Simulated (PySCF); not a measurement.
# How methods differ on the ionisation energy of Mn

Mn [Ar] 3d5 4s2 (6S) → Mn⁺ [Ar] 3d5 4s1 (7S), as a difference of total energies. Calculation: PySCF 2.14, in aug-cc-pVTZ (8s7p5d3f2g, 93 functions); no relativity, point nucleus. Correlated levels: valence: [Ar] frozen. The calculations carry no spin-orbit coupling.

```csv
method,ionisation energy (eV),difference from reference (eV)
UHF,5.973,-1.461
LDA,7.495,+0.061
PBE,7.170,-0.264
PBE0,7.030,-0.404
r2SCAN,6.880,-0.554
BLYP,7.467,+0.033
B3LYP,7.500,+0.066
PBEsol,7.120,-0.314
TPSSh,7.001,-0.433
MP2 (valence),6.976,-0.458
SCS-MP2 (valence),7.198,-0.236
```

Reference: 7.434 eV (measured; NIST Atomic Spectra Database, ionization energies).

These non-relativistic numbers lack the scalar-relativistic shift.

Errors of the correlated levels include the incompleteness of this basis and the frozen core.

MP2 underrates the near-degeneracy of ns² with np² in the lower species.
